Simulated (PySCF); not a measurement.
B(Cl)3(OH2), H₂BCl₃O, singlet, PBE0/def2-SVP optimised geometry.

```
7

B     -0.51    -0.06     0.00
Cl    -1.26    -1.27    -1.14
Cl    -1.28     1.56     0.00
Cl     1.31    -0.06     0.00
O     -0.85    -0.73     1.47
H      0.01    -0.94     1.87
H     -1.31    -1.56     1.28
```

Density from PySCF with PBE0/def2-TZVP at that geometry.

Minimum of the electron density along straight lines between bonded atoms, close to the bond critical point (lines longer than 1.1 times the sum of covalent radii, or with two minima, are not listed):

```tsv
bond	length / Å	ρ at the minimum / e bohr⁻³	∇²ρ there / e bohr⁻⁵	position (fraction from the first atom)
B1–Cl2	1.825	0.136	-0.11	0.30
B1–Cl3	1.791	…	-0.11	0.30
B1–Cl4	1.825	0.136	-0.11	0.30
O5–H6	0.974	0.345	-2.44	0.82
O5–H7	0.974	0.345	-2.44	0.82
```

### Question
Fill in the missing entries.

### Answer

- B1–Cl3, ρ at the minimum / e bohr⁻³: 0.147
